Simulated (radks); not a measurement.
Valence configurations of As I (all share [Ar]). Calculated with a radial shooting solver on a logarithmic mesh with Libxc functionals: scalar-relativistic Kohn-Sham, PBEsol, spin-polarised, spherical densities, point nucleus; open shells are filled with parallel spins first. Order these by energy: 3d10 4s1 4p4; 3d10 4p5; 3d10 4s1.5 4p3.5; 3d8 4s2 4p5; 3d9.5 4s2 4p3.5; 3d10 4s2 4p3; 3d9 4s1 4p5; 3d8 4s1 4p6; 3d9.5 4s1 4p4.5; 3d9 4s2 4p4.

Answer. From the lowest, in eV above it: 3d10 4s2 4p3 0.000; 3d10 4s1.5 4p3.5 4.659; 3d10 4s1 4p4 9.323; 3d9.5 4s2 4p3.5 19.269; 3d10 4p5 20.582; 3d9.5 4s1 4p4.5 29.046; 3d9 4s2 4p4 40.601; 3d9 4s1 4p5 50.831; 3d8 4s2 4p5 89.729; 3d8 4s1 4p6 100.83. NIST lists [Ar] 3d10 4s2 4p3 as the ground configuration; this level of theory agrees among the configurations tried. The energies are those of spherical high-spin densities, not of single terms.
